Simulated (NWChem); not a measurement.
Species: BeH₂O₂; SMILES [OH][Be][OH]

```xyz
5

Be     0.0000     0.0000    -0.0234
O     -1.4128     0.0344    -0.0491
H     -2.1291    -0.3622     0.4393
O      1.4128    -0.0344    -0.0491
H      2.1291     0.3622     0.4393
```
Atoms are numbered in this order, from 1.

Computed with NWChem. All runs use the structure optimised with PBE0/def2-SVP. Ions are spin-unrestricted doublets at the neutral geometry; other ion states weren't tried.

Problem. Predict the results for PBE/def2-SVP. Quantities: vertical ionisation energy, ΔSCF (eV); −ε(HOMO) (eV).

Solution. 
| Property | Result |
|---|---|
| vertical ionisation energy, ΔSCF (eV) | 10.88 |
| −ε(HOMO) (eV) | 6.81 |
